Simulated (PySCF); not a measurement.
Compound: C6H8O3 (charge +1 and doublet state).
Z-matrix (Å and degrees, GFN2-xTB geometry), rows numbered from 1:
```
O 
C   1  1.1862
C   2  1.5416  1  121.30
C   3  1.5057  2  110.99  1   150.22
C   4  1.5100  3  110.51  2    55.47
C   5  1.5421  4  108.35  3   -59.37
C   6  1.5604  5  105.95  4   -75.47
O   7  1.1813  6  122.17  5    56.81
O   2  1.3336  1  121.96  3  -177.28
H   3  1.0908  2  107.56  1    26.17
H   3  1.0952  2  104.35  1   -88.68
H   4  1.0970  3  109.62  2   178.52
H   4  1.1038  3  110.89  2   -66.69
H   5  1.0904  4  112.16  3   179.46
H   5  1.0944  4  111.23  3    58.33
H   6  1.0952  5  112.17  4   163.05
H   7  1.1036  6  113.63  5  -124.30
```

The hyperfine couplings belong to this conformer and change with its torsions.

Identity: `O=C1CCC[C@@H](C=[O+])O1` [radical] (charge +1).

Theory: UKS B3LYP, pcH-1 on C H O, non-relativistic, mean-field spin-orbit, GIAO (PySCF). The structure is a single GFN2-xTB conformer in the gas phase; no vibrational or solvent corrections. Couplings are sensitive to structure, and on GFN2-xTB geometries they can be far from those on DFT ones, by a factor of two or more for some ions and for spin on atoms past the first row. The SCF solution wasn't tested for stability.

(1) Give the principal g shifts and their parts.

(2) At 9.759 GHz, how far is the centre of the isotropic spectrum from where a free electron (g = 2.002319) resonates?

(3) What effective moment and Curie constant follow for a powder?

(4) In a frozen sample, at which fields do the three g values resonate at 9.5, 34, 94 and 263 GHz (hyperfine left aside), and which band first spreads them over more than twice a line width of 0.3 mT?

Results:

(1) 
```json
{"Δg (ppm)": "relativistic mass correction", "1": "-282", "2": "-282", "3": "-282"}
{"Δg (ppm)": "gauge correction", "1": "18", "2": "27", "3": "44"}
{"Δg (ppm)": "orbital Zeeman/spin–orbit", "1": "709", "2": "2622", "3": "3952"}
{"Δg (ppm)": "total", "1": "445", "2": "2366", "3": "3714"}
```

So g = 2.00276, 2.00469, 2.00603 and g_iso = 2.00449; the tensor is rhombic: the two nearest values differ by 41 % of g3 − g1. 

(2) B = hν/(g μB) with μB/h = 13.99624 MHz/mT gives 348.23 mT for the free electron and 347.85 mT at g_iso, 0.38 mT lower.

(3) With the mean of g² = 4.0180 and S(S+1) = 0.75: μ_eff = √(⟨g²⟩S(S+1)) = 1.736 μB and χT = 0.12505·⟨g²⟩·S(S+1) = 0.377 cm³ K/mol (cgs; spin-Hamiltonian part alone).

(4) 
| band | GHz | B(g3) mT | B(g2) mT | B(g1) mT | spread mT |
| --- | --- | --- | --- | --- | --- |
| X | 9.5 | 338.36 | 338.58 | 338.91 | 0.55 |
| Q | 34.0 | 1210.96 | 1211.77 | 1212.94 | 1.98 |
| W | 94.0 | 3347.94 | 3350.19 | 3353.41 | 5.46 |
| J | 263.0 | 9367.12 | 9373.42 | 9382.41 | 15.29 |

The spread grows in proportion to the frequency. Q band is the first where it exceeds 0.6 mT.

The Mulliken spin populations are largest on O1 (+0.32), O8 (+0.28), O9 (+0.10) and C6 (+0.08).

The HOMO–LUMO gaps are 6.00 eV among the α and 1.34 eV among the β orbitals.
